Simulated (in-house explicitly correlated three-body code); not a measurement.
Computed with an exponentially correlated three-body code. Model: two electrons around a point charge, non-relativistic, variational in 260 exponentially correlated functions (energies converged to about 1e-7 hartree, or 1e-8 relative for large Z).

Command:
```bash
python run_hyl.py task.json out
```
Settings (lengths in bohr, energies in hartree):
```
Z                      6
screening              1.8
interaction_strength   1
functions              260
states_tried           13
```

Run time, properties included: 2.1 min on 1 thread of Arm Neoverse N1, on a shared host.

**Those bound S and P states to n = 4 that converged, binding against the one-electron ion.**

Given: nuclear charge 6; Yukawa screening of all interactions 1.8 1/bohr.

Computed: one-electron threshold -9.27498911 hartree.

| term | energy (hartree) | binding (eV) |
| --- | --- | --- |
| 1 1S | -16.4806319 | 196.08 |

**Converged states only, values per electron or pair (inverse distances are <exp(-kr)/r>).**

```csv
term,mean r (bohr),mean r squared (bohr²),mean inverse r (1/bohr),mean r12 (bohr),mean inverse r12 (1/bohr),mean cosine,mean p1 dot p2 (bohr⁻²),delta r1 (bohr⁻³),delta r12 (bohr⁻³)
1 1S,0.28754,0.11324,3.9541,0.42719,1.9341,-0.020099,0.55153,55.01,5.1665
```

**Static dipole response.**

```json
{"state": "1 1S", "polarisability (bohr³)": "0.013089"}
```
